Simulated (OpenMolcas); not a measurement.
# Fe2+: moving the ligands

Fe2+ with 6 ligands (chloride) in octahedral coordination (Oh) at 2.54 Å. A charge of +0.667 e stands 3.2 Å behind each ligand. Ligand basis ANO-RCC-VDZP.
```
Fe    0.0000    0.0000    0.0000
Cl    2.5400    0.0000    0.0000
Cl    0.0000    2.5400    0.0000
Cl   -2.5400    0.0000    0.0000
Cl    0.0000   -2.5400    0.0000
Cl    0.0000    0.0000    2.5400
Cl    0.0000    0.0000   -2.5400
```

```yaml
Program: OpenMolcas
Method: "SS-CASPT2, IPEA 0.25 Eh, imaginary shift 0.1 Eh (closed shells correlated: 3s 3p and the ligand valence shells)"
Basis: ANO-RCC-VDZP [5s4p2d1f]
Scalar_Hamiltonian: DKH2, point nucleus
Active_space: 6 electrons in 5 orbitals (3d)
State_averaging: 2S+1 = 5 even, 5 roots; 2S+1 = 3 even, 45 roots; 2S+1 = 1 even, 50 roots
Spin-orbit_coupling: state interaction with AMFI integrals over the reference wave functions
```

Runs around this geometry, states (labels of O, the rotations of Oh). Energies in cm-1 above the lowest state or level, χT in cm3 K/mol; under a threefold ground state the first gap can be a small split of the lowest multiplet, not the spin-orbit step.

```json
{"R (Å)": "2.5", "Ground state": "5T2", "First state of that spin": "5E 5210", "First gap with spin-orbit (degeneracies)": "190 (3, 2)", "χT at 300 K": "4.162", "First state of another spin": "3T1 16530"}
{"R (Å)": "2.54", "Ground state": "5T2", "First state of that spin": "5E 4740", "First gap with spin-orbit (degeneracies)": "190 (3, 2)", "χT at 300 K": "4.184", "First state of another spin": "3T1 17130"}
{"R (Å)": "2.64", "Ground state": "5T2", "First state of that spin": "5E 3700", "First gap with spin-orbit (degeneracies)": "180 (3, 2)", "χT at 300 K": "4.247", "First state of another spin": "3T1 18240"}
```

Taking the first state of the same spin as R^-n, n = -ln(3700 / 5210) / ln(2.64 / 2.5) = 6.3 between the shortest and longest distance.

Roots that are degenerate in the reference are averaged as groups; the widest CASPT2 spread within a group is 560 cm-1 (the 2-fold group of multiplicity 1 near 74900 cm-1 above the lowest state of its run, R = 2.5). Shifts and gaps below about the spread of the groups concerned are not significant. Over all roots computed the reference weight is 0.65 to 0.68 in R = 2.5, 0.65 to 0.68 in R = 2.54, 0.66 to 0.68 in R = 2.64; a low but even weight reflects the number of correlated electrons. An orbital triplet at a regular site is open to Jahn-Teller coupling, which can distort the site and quench the lowest spin-orbit gaps and is left out. A single d shell leaves out the double-shell effect, which counts most for late 3d ions, where the CASPT2 field can be off either way by tens of per cent. Ligand-to-metal charge-transfer states are missing. These CASPT2 states fit no ligand-field parameters well, so their order and spin gaps are uncertain. For late 3d ions with one d shell CASPT2 can put B and the spin-flip bands somewhat low as well as high. With one d shell and no ligand orbital active, 10Dq can be off by tens of per cent for divalent 3d ions, low with halides held by bare charges and at times high in hosts. Free-ion shares, where given, are those of the reference states; single-state CASPT2 does not remix them. No measured value stands beside these numbers; the geometry was imposed, not optimised, and the real ion may take another.
